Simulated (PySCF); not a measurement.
Isomers of C6H10ClNSi2, one GFN2-xTB conformer each. Single-point energies are computed at PBE0/pcSseg-1 (PySCF, gas phase, no added dispersion term), electronic only.

```json
{"SMILES": "ClC[SiH2][SiH2]c1ccccn1", "GFN2-xTB relative energy (kJ/mol)": "0.0"}
{"SMILES": "N#CC1=C[C@H]([SiH2]CCl)C[SiH2]1", "GFN2-xTB relative energy (kJ/mol)": "83.8"}
{"SMILES": "C/N=C\\C#C[C@@H]1[SiH2][C@@H]1[SiH2]Cl", "GFN2-xTB relative energy (kJ/mol)": "113.4"}
```

Conformers: `[Cl:1][CH2:2][SiH2:3][SiH2:4][c:5]1[cH:6][cH:7][cH:8][cH:9][n:10]1` with Cl1–C2–Si3–Si4 -175°, C2–Si3–Si4–C5 -42°, Si3–Si4–C5–C6 168°; `[N:1]#[C:2][C:3]1=[CH:4][C@H:5]([SiH2:6][CH2:7][Cl:8])[CH2:9][SiH2:10]1` with C4–C5–Si6–C7 58°, C5–Si6–C7–Cl8 56°, C3–C4–C5–Si6 106°, C4–C5–C9–Si10 20°, C5–C9–Si10–C3 -16°, C2–C3–Si10–C9 -172°; `[CH3:1]/[N:2]=[CH:3]\[C:4]#[C:5][C@@H:6]1[SiH2:7][C@@H:8]1[SiH2:9][Cl:10]` with Si7–C8–Si9–Cl10 102°.

Question: What does PBE0/pcSseg-1 give for the same structures?

Answer: 
| SMILES | PBE0/pcSseg-1 E (Eh) | PBE0/pcSseg-1 (kJ/mol) | GFN2-xTB (kJ/mol) | point group |
| --- | --- | --- | --- | --- |
| ClC[SiH2][SiH2]c1ccccn1 | -1327.77093 | 0.0 | 0.0 | C1 |
| N#CC1=C[C@H]([SiH2]CCl)C[SiH2]1 | -1327.75274 | 47.7 | 83.8 | C1 |
| C/N=C\C#C[C@@H]1[SiH2][C@@H]1[SiH2]Cl | -1327.70082 | 184.1 | 113.4 | C1 |

Both levels put the same isomer lowest; measured from each level's own lowest isomer, the values differ by up to 70.7 kJ/mol (C/N=C\C#C[C@@H]1[SiH2][C@@H]1[SiH2]Cl: 113.4 against 184.1). As drawn, the lowest has an aromatic ring and an Si–Si bond, which the highest lacks; the highest has a three-membered ring, a C≡C bond and a C=N bond, which the lowest lacks.

Question: Which frontier levels, dipoles and rotational constants go with these structures?

Answer: 
```
                               SMILES  HOMO (eV, PBE0/pcSseg-1)  LUMO (eV)  dipole (D)       A, B, C (MHz)
              ClC[SiH2][SiH2]c1ccccn1                     -7.53      -1.22        4.62  1464, 425.9, 345.1
      N#CC1=C[C@H]([SiH2]CCl)C[SiH2]1                     -7.58      -1.61        4.74  1348, 451.4, 377.8
C/N=C\C#C[C@@H]1[SiH2][C@@H]1[SiH2]Cl                     -6.76      -1.24        3.17  1047, 453.2, 346.4
```
